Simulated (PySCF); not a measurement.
Multinuclear NMR of C₆H₆ClFO

Mapped SMILES: `[F:1][CH2:2]/[C:3]([Cl:4])=[C:5]1\[CH:6]=[CH:7][CH2:8][O:9]1`. Each H is labelled by its parent atom.

[PySCF 2.14.0 with density-fitted response routines: structure optimised with GFN2-xTB; σ from GIAO-PBE0/pcSseg-1; one conformer; averaged over atoms made equivalent by symmetry, fast rotation or ring inversion; non-relativistic; no solvent]

Q: Where does ¹⁹F resonate?

A: 
```csv
atoms,environment,σ (ppm),δ (ppm)
F1,fluorine on an sp3 carbon,399.9,-200.3
```

Shieldings were converted by a linear fit to measured shifts: ¹⁹F: δ = 146.13 − 0.903σ +14.6 on sp3 carbon (rms 6.0 ppm, 223 shifts, 7.0 ppm with the 5 outliers that the fit left out vs CFCl3, solution or neat liquid). Occasional misses reach two or three times the rms, and more in compound classes unlike the fitted ones.

On a 500 MHz spectrometer ¹⁹F resonates near 470.5 MHz, so 1 ppm is 470.5 Hz.

Q: Predict the ¹⁷O NMR data.

A: 
```
atoms   environment  σ (ppm)  δ (ppm)
   O9  ether oxygen    190.0     93.7
```

Shieldings were converted by a linear fit to measured shifts: ¹⁷O (scatter 10.7 ppm rms, 12.2 ppm with the 3 outliers that the fit left out vs liquid water, solution or neat liquid). A few per cent of atoms miss by over 2 rms, more outside the fitted compound classes.

On a 500 MHz spectrometer ¹⁷O resonates near 67.8 MHz, so 1 ppm is 67.8 Hz.
